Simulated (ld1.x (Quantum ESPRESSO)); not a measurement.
**An all-electron radial function and its pseudo partner (Si)**

Columns: radius, all-electron u(r) and pseudo u(r) of the 3p shell (level -4.24 eV) of silicon in the configuration [Ne] 3s1.75 3p2.25; PBE, non-relativistic, ultrasoft scheme, ld1.x (Quantum ESPRESSO) 7.5.

```json
{"r (bohr)": "0.115", "all-electron": "0.1222", "pseudo": "-0.0067"}
{"r (bohr)": "0.230", "all-electron": "0.2368", "pseudo": "-0.0264"}
{"r (bohr)": "0.345", "all-electron": "0.2592", "pseudo": "-0.0580"}
{"r (bohr)": "0.460", "all-electron": "0.2121", "pseudo": "-0.0999"}
{"r (bohr)": "0.575", "all-electron": "0.1266", "pseudo": "-0.1498"}
{"r (bohr)": "0.690", "all-electron": "0.0249", "pseudo": "-0.2055"}
{"r (bohr)": "0.805", "all-electron": "-0.0796", "pseudo": "-0.2640"}
{"r (bohr)": "0.920", "all-electron": "-0.1790", "pseudo": "-0.3230"}
{"r (bohr)": "1.035", "all-electron": "-0.2693", "pseudo": "-0.3800"}
{"r (bohr)": "1.150", "all-electron": "-0.3486", "pseudo": "-0.4330"}
{"r (bohr)": "1.265", "all-electron": "-0.4169", "pseudo": "-0.4804"}
{"r (bohr)": "1.380", "all-electron": "-0.4745", "pseudo": "-0.5213"}
{"r (bohr)": "1.495", "all-electron": "-0.5218", "pseudo": "-0.5550"}
{"r (bohr)": "1.610", "all-electron": "-0.5592", "pseudo": "-0.5817"}
{"r (bohr)": "1.725", "all-electron": "-0.5875", "pseudo": "-0.6016"}
{"r (bohr)": "1.840", "all-electron": "-0.6075", "pseudo": "-0.6154"}
{"r (bohr)": "1.955", "all-electron": "-0.6202", "pseudo": "-0.6239"}
{"r (bohr)": "2.070", "all-electron": "-0.6265", "pseudo": "-0.6277"}
{"r (bohr)": "2.185", "all-electron": "-0.6273", "pseudo": "-0.6275"}
{"r (bohr)": "2.300", "all-electron": "-0.6235", "pseudo": "-0.6235"}
{"r (bohr)": "2.415", "all-electron": "-0.6158", "pseudo": "-0.6158"}
{"r (bohr)": "2.530", "all-electron": "-0.6050", "pseudo": "-0.6050"}
{"r (bohr)": "2.645", "all-electron": "-0.5916", "pseudo": "-0.5916"}
{"r (bohr)": "2.760", "all-electron": "-0.5761", "pseudo": "-0.5761"}
{"r (bohr)": "2.875", "all-electron": "-0.5591", "pseudo": "-0.5591"}
{"r (bohr)": "2.990", "all-electron": "-0.5409", "pseudo": "-0.5409"}
```

How many radial nodes do the two functions have?

The all-electron 3p function has n − l − 1 = 1; the pseudo-wave has 0, since the states of the same l below it are removed with the core.

At about which radius was the pseudo-wave matched?

2.30 bohr, where the columns begin to agree (steps of 0.12 bohr).

Is the pseudo-wave norm-conserving?

No, it belongs to an ultrasoft set: the norm inside the radius is not constrained, and the difference is carried by the augmentation charge.
